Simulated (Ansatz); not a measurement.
Geometry optimisation, UKS PBE/def2-SVP (Ansatz).

Input:

```yaml
crystal:
  periodic: [false, false, false]
  atoms:
    - { symbol: W, position_ang: [0.075155, -0.02556, -0.29521] }
    - { symbol: H, position_ang: [-0.516709, 0.387547, 1.295476] }
    - { symbol: F, position_ang: [1.938093, 0.163043, -0.415011] }
    - { symbol: O, position_ang: [-0.005949, 1.849396, -0.250276] }
    - { symbol: H, position_ang: [-0.397428, 2.466149, 0.395539] }
    - { symbol: F, position_ang: [-1.80718, -0.143418, -0.452234] }
    - { symbol: O, position_ang: [0.273738, -1.599018, 0.636233] }
    - { symbol: H, position_ang: [0.209443, -1.653789, 1.652346] }
    - { symbol: F, position_ang: [-0.027971, -0.583748, -2.101642] }
    - { symbol: Cl, position_ang: [0.006106, -0.860603, 3.457081] }
magnetization:
  spin_polarized: true
  initial_magnetization: 1
basis:
  gaussian: { orbitals: def2-SVP }
hamiltonian:
  xc: pbe
relax:
  f_tol: 0.03
  max_steps: 50
```

Command:

```bash
$ ansatz run input.yaml --threads 4 --pin off --max-ram 5120MiB --backend cpu --events-out ev --progress --plain --runs-dir out
```

**Question.** Where does it end, and by what steps?

**Answer.** The forces met the threshold. After 25 steps the energy has fallen by 2.018 eV; Cl10 moved furthest, 1.61 Å. Parted: W1–H2 (1.75 → 3.11 Å). Joined: H2–Cl10 (2.55 → 1.34 Å).

| step | energy less start (eV) | largest force component (eV/Å) | accepted |
| --- | --- | --- | --- |
| 0 | 0.0000 | 1.229 | yes |
| 1 | -0.2853 | 0.601 | yes |
| 2 | -0.5562 | 0.628 | yes |
| 3 | -0.8167 | 0.881 | yes |
| 4 | -0.9927 | 1.698 | yes |
| 5 | -1.1529 | 1.666 | yes |
| 6 | -1.2495 | 1.176 | yes |
| 7 | -1.3361 | 0.945 | yes |
| 8 | -1.4039 | 0.831 | yes |
| 9 | -1.5049 | 0.631 | yes |
| 10 | -1.5545 | 0.848 | yes |
| 11 | -1.6352 | 0.672 | yes |
| 12 | -1.6552 | 1.409 | yes |
| 13 | -1.7355 | 0.442 | yes |
| 14 | -1.7615 | 0.194 | yes |
| 15 | -1.7843 | 0.414 | yes |
| 16 | -1.8137 | 0.590 | yes |
| 17 | -1.8647 | 0.862 | yes |
| 18 | -1.9209 | 0.636 | yes |
| 19 | -1.9740 | 0.633 | yes |
| 20 | -1.9937 | 0.380 | yes |
| 21 | -2.0099 | 0.228 | yes |
| 22 | -2.0155 | 0.129 | yes |
| 23 | -2.0175 | 0.054 | yes |
| 24 | -2.0181 | 0.031 | yes |
| 25 | -2.0183 | 0.009 | yes |

```xyz
10
Properties=species:S:1:pos:R:3
W 0.437 0.032 -0.477
H -1.603 -0.485 1.816
F 1.943 -0.420 -1.529
O 0.692 1.893 -0.319
H -0.040 2.353 0.157
F -1.234 0.465 0.510
O 1.085 -0.802 1.047
H 0.513 -1.144 1.794
F -0.677 -0.526 -1.869
Cl -1.369 -1.365 2.794
```

Whether the end is a true minimum wasn't checked by a vibrational analysis.

Run time: 3 min on 4 threads of Arm Neoverse N1 (shared host), peak memory 0.28 GiB.
